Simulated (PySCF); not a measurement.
ClHO2SW, SMILES [O]=[W](=[O])([SH])[Cl], multiplicity 1. Atoms are numbered in the order given.

```xyz
6

W      0.2067    -0.0611     0.0609
O      1.3216    -0.8456    -0.9699
O      0.8282    -0.0523     1.6510
Cl    -0.1709     2.0772    -0.6742
S     -1.7435    -1.3672     0.1655
H     -1.6936    -1.7311    -1.1412
```

The structure is a stationary point at B3LYP-D3(BJ)/def2-SVP. The spin state was assumed, not searched. The structure was generated by enumeration; whether it is a known compound was not checked. The def2 effective core potentials stand for the cores of W; spin–orbit coupling is left out. The values are those of a single conformer.

Method: ωB97X/def2-TZVP (PySCF).

ESP charges are fitted to the potential on shells at 1.4 to 2.0 van der Waals radii. Atomic charges (e):

| atom | ESP fit | Mulliken | Löwdin |
|---|---|---|---|
| W1 | 0.77 | 1.36 | ___ |
| O2 | -0.34 | -0.45 | -0.28 |
| O3 | -0.29 | -0.44 | -0.27 |
| Cl4 | -0.13 | -0.30 | ___ |
| S5 | -0.21 | -0.37 | ___ |
| H6 | 0.20 | 0.20 | 0.07 |

Task: Fill in the missing entries. (An estimate is asked for; the answer gives what the named calculation found.)

Result: 
- W1, Löwdin: 0.34
- Cl4, Löwdin: 0.06
- S5, Löwdin: 0.07
